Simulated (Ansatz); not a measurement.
A nudged elastic band was laid between two geometries of BF2H + ClH (6 atoms, charge 0, multiplicity 1).

All numbers below come from RKS PBE0-D4/def2-SVP (Ansatz).

```json
{
  "movable images": "5",
  "climbing image": "yes",
  "spring": "5.0 eV/Å²",
  "optimiser": "quadratic models (default)",
  "start path": "through a guess of the saddle point",
  "force threshold": "0.05 eV/Å",
  "iteration limit": "60",
  "end points": "relaxed"
}
```

First end point:

```xyz
6
Properties=species:S:1:pos:R:3
B -0.009 0.382 -0.109
H -0.015 0.732 1.042
F 1.119 0.267 -0.773
F -1.134 0.200 -0.764
Cl 0.081 -2.477 0.978
H 0.087 -2.029 2.185
```

Last end point:

```xyz
6
Properties=species:S:1:pos:R:3
B 0.018 -0.592 -0.538
H 0.013 0.308 2.301
F 1.127 0.095 -0.657
F -1.132 0.029 -0.642
Cl 0.070 -2.313 -0.265
H 0.034 -0.451 2.360
```

Problem. Which bonds break or form, and what moves?

Solution. Bonds broken: B1–H2, Cl5–H6. Bonds formed: B1–Cl5, H2–H6. BF2H + ClH becomes BClF2 + H2.

Problem. What energy profile does the band end with?

Solution. The forces met the threshold. The highest image is number 3 of 0 to 6, 0.92 eV above the first end and 1.50 eV above the last; the last end lies 0.58 eV below the first. A vibrational analysis at the climbing image gives one clearly imaginary mode, 935i cm⁻¹: a first-order saddle point. The orbitals stay closed-shell, which can raise the energy where a bond breaks towards radicals; this wasn't checked here.

```csv
image,path coordinate (Å),energy (eV),B1–H2 (Å),Cl5–H6 (Å),B1–Cl5 (Å)
0,0.00,0.00,1.20,1.29,3.06
1,0.62,0.04,1.21,1.29,2.96
2,1.23,0.24,1.21,1.30,2.64
3,1.85,0.92,1.32,1.54,2.10
4,2.50,-0.12,1.81,2.13,1.80
5,3.16,-0.53,2.40,2.72,1.75
6,3.81,-0.58,2.98,3.22,1.74
```

Problem. What is the geometry of the highest image?

Solution. 
```xyz
6
Properties=species:S:1:pos:R:3
B 0.012 -0.191 0.102
H 0.007 0.191 1.369
F 1.154 0.118 -0.489
F -1.152 0.054 -0.478
Cl 0.071 -2.217 0.646
H 0.037 -0.879 1.409
```

Problem. What are the harmonic wavenumbers there?

Solution. 935i, 247, 298, 517, 731, 845, 1093, 1099, 1408, 1464, 1679, 2181 cm⁻¹.

The run took 2.9 min on 1 thread of AMD EPYC 7B13 (Zen 3) (shared host), peak memory 0.15 GiB.
